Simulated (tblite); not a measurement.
CH11BNSi3 (doublet state).
Atom-mapped SMILES: `[SiH3:1][BH:2][CH2:3][SiH2:4][N:5][SiH3:6]` (hydrogens: H7, H8, H9 on Si1; H10 on B2; H11, H12 on C3; H13, H14 on Si4; H15, H16, H17 on Si6)

Computed with GFN2-xTB (tblite), gas phase: L-BFGS steps from a force-field or distance-geometry start until the largest atomic force falls under 0.01 eV/Å.

Step 18: E = -463.7238 eV
```
atom  x, y, z in Å  |  force x, y, z in eV/Å
Si1    -2.5754    1.0726    0.4768    0.067  -0.034   0.032
B2     -1.9102   -0.6643   -0.2112   -0.061   0.051   0.211
C3     -0.5005   -0.7536   -0.7976   -0.268   0.190  -0.212
Si4     0.6744   -1.2153    0.7254   -0.010   0.007   0.124
N5      2.0983   -0.7899   -0.0335    0.005   0.037   0.079
Si6     2.9512    0.6318   -0.4167    0.051   0.059  -0.040
H7     -3.6861    1.7549   -0.2060    0.014  -0.117  -0.110
H8     -3.0545    0.9651    1.8682   -0.015  -0.105   0.028
H9     -1.5228    2.0964    0.5643    0.071   0.022  -0.061
H10    -2.5305   -1.6537   -0.0888   -0.052  -0.030   0.041
H11    -0.0922    0.1762   -1.1717    0.118   0.055  -0.037
H12    -0.3497   -1.5232   -1.5533    0.032   0.004   0.098
H13     0.1960   -0.4574    1.9079    0.040  -0.182  -0.174
H14     0.6243   -2.6661    0.9316   -0.049   0.118  -0.008
H15     2.6275    1.0078   -1.8064   -0.042  -0.005   0.048
H16     4.3641    0.2602   -0.3761    0.082  -0.044   0.042
H17     2.6791    1.7705    0.4762    0.017  -0.028  -0.062
```

Step 19: E = -463.7339 eV
```
atom  x, y, z in Å  |  force x, y, z in eV/Å
Si1    -2.5732    1.0706    0.4792    0.013   0.066   0.016
B2     -1.9070   -0.6577   -0.2088   -0.109  -0.007   0.234
C3     -0.5061   -0.7438   -0.8022   -0.167   0.127  -0.108
Si4     0.6699   -1.2160    0.7287    0.024   0.064  -0.028
N5      2.0983   -0.7886   -0.0207    0.011   0.125   0.048
Si6     2.9540    0.6316   -0.4170    0.032   0.059  -0.039
H7     -3.6840    1.7487   -0.2133    0.042  -0.129  -0.070
H8     -3.0557    0.9511    1.8695   -0.004  -0.074   0.009
H9     -1.5187    2.0956    0.5577    0.041   0.008  -0.036
H10    -2.5188   -1.6491   -0.0753   -0.083  -0.065   0.047
H11    -0.0980    0.1820   -1.1795    0.172   0.100  -0.057
H12    -0.3557   -1.5218   -1.5450    0.051  -0.031   0.003
H13     0.1831   -0.4708    1.9067    0.010  -0.117  -0.081
H14     0.6212   -2.6641    0.9243   -0.059   0.042  -0.001
H15     2.6275    1.0104   -1.8117   -0.021  -0.042   0.139
H16     4.3680    0.2515   -0.3749    0.017  -0.021   0.035
H17     2.6881    1.7825    0.4714    0.030  -0.106  -0.111
```

Step 20: E = -463.7426 eV
```
atom  x, y, z in Å  |  force x, y, z in eV/Å
Si1    -2.5720    1.0708    0.4793   -0.038   0.133   0.024
B2     -1.9044   -0.6522   -0.2034   -0.142  -0.130   0.211
C3     -0.5137   -0.7326   -0.8112   -0.031   0.057  -0.013
Si4     0.6636   -1.2155    0.7333    0.035   0.087  -0.171
N5      2.0942   -0.7779   -0.0043    0.008   0.176   0.026
Si6     2.9582    0.6349   -0.4178    0.039   0.026  -0.018
H7     -3.6839    1.7467   -0.2175    0.062  -0.136  -0.044
H8     -3.0571    0.9360    1.8687    0.006  -0.042  -0.005
H9     -1.5163    2.0966    0.5533    0.018  -0.005  -0.017
H10    -2.5052   -1.6520   -0.0537   -0.052   0.008   0.041
H11    -0.0960    0.1878   -1.1901    0.153   0.093  -0.056
H12    -0.3574   -1.5218   -1.5395    0.041  -0.020  -0.047
H13     0.1596   -0.4907    1.9090   -0.014  -0.056   0.001
H14     0.6184   -2.6640    0.9119   -0.064   0.005   0.000
H15     2.6299    1.0094   -1.8153   -0.012  -0.056   0.170
H16     4.3713    0.2379   -0.3754   -0.044   0.007   0.030
H17     2.7040    1.7987    0.4617    0.036  -0.148  -0.131
```

Step 21: E = -463.7505 eV
```
atom  x, y, z in Å  |  force x, y, z in eV/Å
Si1    -2.5715    1.0730    0.4807   -0.042   0.122   0.043
B2     -1.9037   -0.6500   -0.1892    0.001  -0.050   0.070
C3     -0.5228   -0.7203   -0.8193    0.064  -0.008   0.089
Si4     0.6611   -1.2135    0.7349   -0.010   0.082  -0.289
N5      2.0932   -0.7683    0.0114    0.023   0.171  -0.017
Si6     2.9620    0.6360   -0.4188    0.051   0.010   0.001
H7     -3.6817    1.7385   -0.2259    0.045  -0.114  -0.033
H8     -3.0573    0.9198    1.8682    0.003   0.005  -0.004
H9     -1.5121    2.0957    0.5473   -0.001   0.001   0.003
H10    -2.4944   -1.6488   -0.0374   -0.113  -0.096   0.079
H11    -0.0955    0.1960   -1.2008    0.100   0.045  -0.031
H12    -0.3609   -1.5207   -1.5341    0.018   0.017  -0.080
H13     0.1437   -0.5088    1.9071   -0.055   0.028   0.115
H14     0.6137   -2.6605    0.9022   -0.064  -0.053  -0.004
H15     2.6312    1.0093   -1.8132   -0.019  -0.057   0.126
H16     4.3711    0.2284   -0.3741   -0.028   0.010   0.024
H17     2.7170    1.8062    0.4501    0.028  -0.113  -0.093
```

Q: Estimate the geometry and energy of step 22. (The exact step hangs on the optimiser's Hessian estimate; all steps are aligned on step 21, rigid shifts and turns removed.)

A: E = -463.7558 eV, largest force 0.246 eV/Å
```
atom  x, y, z in Å  |  force x, y, z in eV/Å
Si1    -2.5728    1.0775    0.4793   -0.037   0.059   0.056
B2     -1.9018   -0.6475   -0.1833   -0.009  -0.205   0.041
C3     -0.5282   -0.7094   -0.8305    0.147  -0.063   0.097
Si4     0.6521   -1.2109    0.7359   -0.045   0.063  -0.233
N5      2.0844   -0.7426    0.0311   -0.011   0.131  -0.006
Si6     2.9693    0.6439   -0.4196    0.083  -0.045   0.028
H7     -3.6828    1.7403   -0.2257    0.021  -0.094  -0.043
H8     -3.0592    0.9047    1.8649    0.005   0.038  -0.003
H9     -1.5125    2.0989    0.5462   -0.006   0.003   0.013
H10    -2.4790   -1.6615   -0.0041   -0.001   0.121   0.033
H11    -0.0844    0.2016   -1.2148   -0.013  -0.040   0.009
H12    -0.3580   -1.5218   -1.5333   -0.018   0.091  -0.062
H13     0.1053   -0.5351    1.9171   -0.012   0.007   0.053
H14     0.6104   -2.6643    0.8833   -0.053   0.019  -0.017
H15     2.6362    1.0026   -1.8131   -0.027  -0.037   0.064
H16     4.3721    0.2093   -0.3768   -0.049   0.034   0.025
H17     2.7421    1.8263    0.4326    0.025  -0.081  -0.058
```

The energy changes by -0.0053 eV. The first-order estimate −F·Δx gives -0.0104 eV and the mean of the old and new forces, exact on a quadratic surface, -0.0052 eV. The step makes an angle of 78° with the force vector and moves no atom by more than 0.048 Å.

The cost below is that of the whole relaxation. Time: 1.2 s wall. Hardware: one thread, Arm Neoverse V2 (aarch64), no GPU (shared host).
